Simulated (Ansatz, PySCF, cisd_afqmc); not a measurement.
System: BrCl, charge 0, singlet. BrCl (SMILES ClBr).
B3LYP-D3(BJ)/def2-TZVP minimum from Ansatz (a quantum-chemistry and plane-wave program):
```
Cl
Br 1 2.1653
```

Atomisation energy term by term, kcal/mol (programs: Ansatz, cisd_afqmc). UHF or UKS for unpaired electrons; spin-orbit terms are left out. Cores are frozen in correlated methods (noble-gas shells, and filled d and f shells in the p block). No relativity. AFQMC is phaseless with a CISD trial state; ± is one standard error, without the phaseless bias. Outlying blocks are dropped, and bars are widened where a walk drifts. Over all cases where full CI ran beside it in this data, AFQMC minus full CI had a median of +0.1 mEh and passed +0.4 mEh in a tenth of the cases. CBS(X,Y): correlation extrapolated as X^-3, Hartree-Fock from the larger set. A bracket is a step between two methods taken in the basis named. Spin-orbit terms, left out, reach several kcal/mol for Br and I, and more for heavier atoms.

```json
[
 {"term": "Hartree-Fock", "basis": "def2-QZVPP", "kcal/mol": "17.45"},
 {"term": "CCSD correlation", "basis": "CBS(def2-TZVPP,def2-QZVPP)", "kcal/mol": "33.61"},
 {"term": "(T)", "basis": "CBS(def2-TZVPP,def2-QZVPP)", "kcal/mol": "4.56"},
 {"term": "CCSDT(Q) - CCSD(T)", "basis": "def2-TZVPP", "kcal/mol": "0.19"},
 {"term": "CCSDTQ - CCSDT(Q)", "basis": "def2-SVP", "kcal/mol": "-0.02"},
 {"term": "minus zero-point energy", "basis": "Hessian by PySCF at B3LYP-D3(BJ)/def2-TZVP", "kcal/mol": "-0.61"},
 {"term": "sum: D0", "basis": "", "kcal/mol": "55.2"}
]
```

The step beyond CCSD(T) by other levels: CCSDTQ in def2-SVP 0.28; AFQMC/CISD in def2-SVP 0.25 ± 0.19; CCSDT(Q) in def2-SVP 0.29; AFQMC/CISD in def2-TZVPP 0.42 ± 0.26 kcal/mol.
